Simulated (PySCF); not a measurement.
# Mg⁺: ionisation energy

Mg⁺ [Ne] 3s1 (2S) → Mg²⁺ [Ne] (1S), as a difference of total energies. All numbers are calculated (PySCF 2.14, the spin-free X2C one-electron Hamiltonian (Gaussian nucleus), in dyall-acv3z (20s13p7d4f, 122 functions)). Correlated levels: valence and next inner shell: 1s2 frozen; virtual orbitals above 40 to 60 times the deepest correlated orbital energy dropped. The calculations carry no spin-orbit coupling.

```csv
method,ionisation energy (eV)
UHF,14.745
LDA,15.376
PBE,15.360
PBE0,15.255
r2SCAN,15.043
wB97M-V,15.132
wB97X-V,15.065
CAM-B3LYP,15.493
MP2 (valence and next inner shell),15.006
SCS-MP2 (valence and next inner shell),14.952
```

Problem. How much does correlation contribute at MP2 (valence and next inner shell)?

Solution. 15.006 − (14.745) = 0.261 eV, measured against UHF.

Errors of the correlated levels include the incompleteness of this basis and the frozen core.

For comparison: 15.035 eV (measured; NIST Atomic Spectra Database, ionization energies).
